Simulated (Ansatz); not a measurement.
A made-up structure of BSnH₅O, singlet:

```
atom    x (Å)    y (Å)    z (Å)
  B1  -1.1134   0.6221  -1.1326
 Sn2   0.5455   0.1638   0.2955
  O3   0.1439  -1.6373   1.0095
  H4  -1.1348   1.6587  -1.7238
  H5  -1.9865  -0.1697  -1.3114
  H6  -1.5207   0.5111  -0.0628
  H7   2.1041   0.0833  -0.4198
  H8   0.7955  -1.9465   1.6418
```

It is relaxed with PBE-D4/def2-SVP and then PBE0-D4/def2-TZVP (Ansatz 0.2.0). Atoms count as bonded within 1.22 times the sum of their covalent radii (H–H: 0.88 Å). The end point is not checked to be a true minimum.

(1) Does its bonding change? (Judge from chemistry; the calculation decides.)

Results:

(1) Computed: No: no bond forms or breaks.

Where it ends: The first stage lowers the energy by 2.95 eV in 20 steps. It ends as BSnH₅O ([BH3][SnH][OH]):
| atom | x (Å) | y (Å) | z (Å) |
| --- | --- | --- | --- |
| B1 | -1.3894 | 0.6732 | -1.0446 |
| Sn2 | 0.4291 | -0.2318 | -0.1503 |
| O3 | 0.3603 | -1.8651 | 0.9312 |
| H4 | -0.9977 | 1.3522 | -1.9550 |
| H5 | -2.1575 | -0.2241 | -1.2500 |
| H6 | -1.5794 | 1.2954 | -0.0054 |
| H7 | 2.0205 | 0.3157 | 0.3148 |
| H8 | 1.1479 | -2.0300 | 1.4557 |

Labels in which every atom is bracketed show which atoms are joined, not bond orders.

For scale, one of the runs: PBE0-D4/def2-TZVP relaxation, 142 basis functions, launched by `ansatz run in.yaml --threads 2 --pin off --events-out ev --progress --plain --max-ram 4352MiB`. The run took about 45 s on 2 CPU threads of an Arm Neoverse V1 (shared host).
